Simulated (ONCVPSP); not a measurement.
## PBE ONCV dataset for P, scalar-relativistic all-electron reference.

```json
{"Element": "phosphorus", "Generator": "ONCVPSP 4.0.1", "Type": "optimised norm-conserving Vanderbilt (ONCV)", "Functional": "PBE", "Relativity": "scalar-relativistic", "Frozen core": "[Ne]", "Valence charge": "5", "Reference configuration": "3s2 3p3", "Partial waves": "3s: rc 1.45 bohr, ncon 3, nbas 6, qcut 5.1 1/bohr, 2 projectors, debl 1.7 Ha; 3p: rc 1.70 bohr, ncon 4, nbas 8, qcut 4.3 1/bohr, 2 projectors, debl 2 Ha", "Local potential": "polynomial inside 1.10 bohr (lpopt 2, dvloc0 1 Ha)", "Core correction": "none"}
```

All-electron outer shells of the reference configuration (PBE, scalar-relativistic, ld1.x):

```tsv
shell	level (eV)	outermost node (bohr)	outermost maximum (bohr)
2s	-173.99	0.14	0.42
2p	-124.49	–	0.36
3s	-13.97	0.65	1.58
3p	-5.51	0.64	1.83
```

Problem. Estimate the cutoffs (Ha) at which the residual kinetic energy of the hardest occupied pseudo-wave falls to 1 and 0.1 mHa per electron.

Solution. 10 Ha and 13 Ha.

Problem. What does a ghost test show?

Solution. No bound ghost flagged; GHOST(+) flagged for s at 163.7 eV.

Problem. Which valence shell sets the plane-wave cutoff?

Solution. 3s: 10 Ha for 1 mHa per electron, against 4 Ha for 3p.

Problem. Tests: 3s2 3p2; 3s2 3p1; 3s2 3p0; 3s1 3p0. Which has the largest error in its energy relative to the reference configuration, and how large is it?

Solution. 3s1 3p0, with +181 meV (all-electron minus pseudo) on +110.62 eV.
